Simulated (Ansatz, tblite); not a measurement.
Cost and result up the ladder for Rb₃ (the lowest doublet isomer of a short search) (3 atoms). The state is a doublet with charge 0. Geometry: B3LYP/def2-TZVP.

```xyz
3

Rb    1.7122   -2.7290   -1.8373
Rb   -1.1452    1.6386    3.1233
Rb   -0.5670    1.0904   -1.2859
```

Ansatz on 4 threads of Arm Neoverse V1 on a shared host; xTB runs through tblite on one thread. Times are rough, summed over both states, and most runs start from the orbitals of an earlier one. ωB97M-V/def2-TZVP serves as the yardstick here, not as an exact answer. The other state is a quartet at its own geometry, which has other bonds, so the gap mixes isomer and spin.

In the def2 sets Rb takes a core potential; there is no spin–orbit coupling. The xTB rows come from tblite. HSE06 is defined as in plane-wave codes, on full-range PBE exchange. Correlated methods freeze no core orbitals; core or outer-core shells of Rb are correlated, in sets that lack core-valence functions. In the quartet geometry the species has come apart into loosely held pieces. The structure comes from a short search, and lower isomers may exist.

Run but left out: HF/STO-3G, HF/def2-TZVP, HF/def2-TZVPP, MP2/def2-TZVP, MP2/def2-TZVPP (doublet: ⟨S²⟩ 1.13 to 1.62, where a pure state has 0.75).

Correlated methods converge slowly with the basis.

xTB has no spin-polarisation term.

```
                         level  functions  wall time
                      GFN2-xTB         12    0.002 s
                      GFN1-xTB         12    0.003 s
                 PBE/def2-TZVP         99      4.7 s
              revPBE/def2-TZVP         99      4.9 s
               HSE06/def2-TZVP         99      5.5 s
              B2PLYP/def2-TZVP         99        6 s
             RPA@PBE/def2-TZVP         99      6.1 s
r2SCAN/def2-TZVP (with forces)         99       17 s
                PBE0/def2-TZVP         99       23 s
              B97M-V/def2-TZVP         99       23 s
            CCSD(T)/def2-TZVPP        120       28 s
             ωB97M-V/def2-TZVP         99       40 s
```

(1) Estimate what each level gives for the quartet − doublet (eV).

Answers

(1) 
```tsv
level	quartet − doublet (eV)	difference from ωB97M-V/def2-TZVP (eV)	remarks
GFN2-xTB	2.14	1.47	–
GFN1-xTB	4.33	3.67	–
PBE/def2-TZVP	0.71	0.04	–
revPBE/def2-TZVP	0.67	0.00	–
HSE06/def2-TZVP	0.63	-0.03	–
B2PLYP/def2-TZVP	0.55	-0.12	spin-contaminated (⟨S²⟩ 0.89) (doublet)
RPA@PBE/def2-TZVP	0.44	-0.23	–
r2SCAN/def2-TZVP (with forces)	0.49	-0.18	spin-contaminated (⟨S²⟩ 0.91) (doublet)
PBE0/def2-TZVP	0.62	-0.05	–
B97M-V/def2-TZVP	0.73	0.06	–
CCSD(T)/def2-TZVPP	0.51	-0.16	spin-contaminated (⟨S²⟩ 1.13) (doublet)
ωB97M-V/def2-TZVP	0.67	0.00	–
```
